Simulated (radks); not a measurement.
Results of a calculation; reference values are marked as such.
Task: Te XVII, 36 electrons, occupied as [Kr]. Level of theory: scalar-relativistic Kohn-Sham, r2SCAN, spin-polarised, spherical densities, finite nucleus; meta-GGA in the generalised Kohn-Sham scheme; Fermi nuclear charge, rms radius 4.7423 fm (a radial shooting solver on a logarithmic mesh with Libxc functionals). Some entries of the table are withheld. Estimate them.

orbital,occ.,eigenvalue (eV),<1/r> (bohr^-1)
1s,2,-32081.91,(1)
2s,2,-5273.208,12.74
2p,6,-4772.167,12.19
3s,2,-1359.037,(2)
3p,6,(3),(4)
3d,10,-948.9152,4.127
4s,2,-509.3035,1.985
4p,6,-452.8300,1.870

Result: 
(1) 1s <1/r> (bohr^-1): 55.56
(2) 3s <1/r> (bohr^-1): 4.589
(3) 3p eigenvalue (eV): -1194.823
(4) 3p <1/r> (bohr^-1): 4.363
